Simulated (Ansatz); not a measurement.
Start from `[OH][Al]([F])[Cl]` and change one atom or group to get `[OH][AlH][Cl]`.

Ansatz, PBE0-D4/def2-TZVP geometries, multiplicity 1. Each molecule was computed in one conformer, which needn't be the lowest.

```
                                      property  `[OH][Al]([F])[Cl]`
            LUMO energy (PBE0/def2-TZVPP) / eV                -1.02
            HOMO energy (PBE0/def2-TZVPP) / eV                -9.57
             LUMO energy (PBE/def2-TZVPP) / eV                -1.89
          HOMO–LUMO gap (PBE0/def2-TZVPP) / eV                 8.55
size of the dipole moment (PBE/def2-TZVPP) / D                 1.94
       HOMO–LUMO gap (ωB97M-V/def2-TZVPP) / eV                12.50
```

Problem. What does the change do to each property? (Estimate.)

Solution. Ansatz gave: 
```csv
property,`[OH][AlH][Cl]`,shift
LUMO energy (PBE0/def2-TZVPP) / eV,-0.76,0.26
HOMO energy (PBE0/def2-TZVPP) / eV,-9.11,0.46
LUMO energy (PBE/def2-TZVPP) / eV,-1.53,0.36
HOMO–LUMO gap (PBE0/def2-TZVPP) / eV,8.35,-0.20
size of the dipole moment (PBE/def2-TZVPP) / D,0.81,-1.13
HOMO–LUMO gap (ωB97M-V/def2-TZVPP) / eV,12.24,-0.26
```

With PBE0 the HOMO rises by 0.46 eV and the LUMO rises by 0.26 eV, so the gap narrows by about 0.20 eV. PBE moves the HOMO by 0.37 eV and ωB97M-V by 0.49 eV. Dipoles are sizes alone; their direction can turn.
